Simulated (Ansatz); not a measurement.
`[OH][Ga]([SiH3])[GaH2]` + `C=C` → `C=[CH][Ga]([OH])[SiH3]` + `[GaH3]`  (formal exchange of groups at a Ga–Ga bond)

Gas-phase electronic energies from Ansatz, PBE0-D4/def2-TZVP geometries. CBS: MP2 limit from def2 TZ/QZ plus the TZ coupled-cluster correction, frozen cores. This one scheme is used for every species. DFT in def2-TZVPP. For Ga outer-core shells are correlated without core-valence functions, which leaves a few kJ/mol of doubt a bond. Scalar relativity is left out up to krypton. One conformer a species, not always the lowest.

`[OH][Ga]([SiH3])[GaH2]`:

Z-matrix (Å, degrees):
```
Si
Ga 1 2.431
H 1 1.491 2 110.6
H 1 1.491 2 112.5 3 120.7
H 1 1.491 2 110.5 3 -118.6
Ga 2 2.471 1 133.1 3 59.4
O 2 1.803 1 115.6 3 -120.7
H 6 1.576 2 121.6 1 -89.9
H 6 1.576 2 121.5 1 88.8
H 7 0.960 2 114.2 1 -0.1
```

`C=C`:

```xyz
6

C    -0.582    0.310   -0.056
C     0.582   -0.310    0.056
H    -1.397    0.121    0.633
H    -0.768    1.034   -0.843
H     1.397   -0.120   -0.633
H     0.768   -1.034    0.843
```

`C=[CH][Ga]([OH])[SiH3]`:

Z-matrix (Å, degrees):
```
Si
Ga 1 2.403
H 1 1.489 2 111.4
H 1 1.488 2 110.6 3 120.0
H 1 1.488 2 110.6 3 -120.0
C 2 1.953 1 127.0 3 -0.1
O 2 1.796 1 114.2 3 179.9
C 6 1.333 2 120.7 1 0.0
H 6 1.089 2 121.5 1 -180.0
H 7 0.959 2 114.4 1 -180.0
H 8 1.088 6 122.6 2 180.0
H 8 1.088 6 122.0 2 0.0
```

`[GaH3]`:

```xyz
4

Ga    0.000    0.001    0.000
H     1.369    0.476   -0.598
H    -0.206   -0.038    1.554
H    -1.163   -0.438   -0.956
```

```csv
level,ΔE (kJ/mol),difference from CCSD(T)/CBS
r2SCAN-D4,46.8,2.7
BHLYP-D4,47.5,3.4
ωB97M-V,42.4,-1.7
B2PLYP,46.1,2.0
r2SCANh,47.3,3.2
BHLYP,48.1,4.0
MP2/def2-SVP,32.9,-11.2
CCSD/def2-SVP,40.7,-3.4
CCSD(T)/def2-SVP,39.9,-4.2
CCSD/def2-TZVPP,41.8,-2.3
CCSD(T)/CBS,44.1,0
```

Largest T1 diagnostic among the species: 0.015.

Leaving LDA and LC-ωPBE aside and taking each functional with its dispersion term where it has one, the values, not all of them listed here, spread over 14.0 kJ/mol, from B97M-V to PBE-D4. LDA lies −7.8 kJ/mol from PBE without D4. From PBE to PBE0 (25 % exact exchange), in def2-TZVPP and without D4, ΔE moves by −4.1 kJ/mol. The D4 term adds −3.4 kJ/mol with B3LYP and −1.9 kJ/mol with PBE0; it sums over pairs of atoms, weighted by their polarisabilities, and B3LYP, whose exchange is more repulsive, gets the larger term.

CCSD(T)/CBS has its own doubt, a few kJ/mol and more with outer-core shells, so smaller differences from it don't rank the levels.

B3LYP here is the variant with VWN-RPA as its local correlation; programs differ in this.
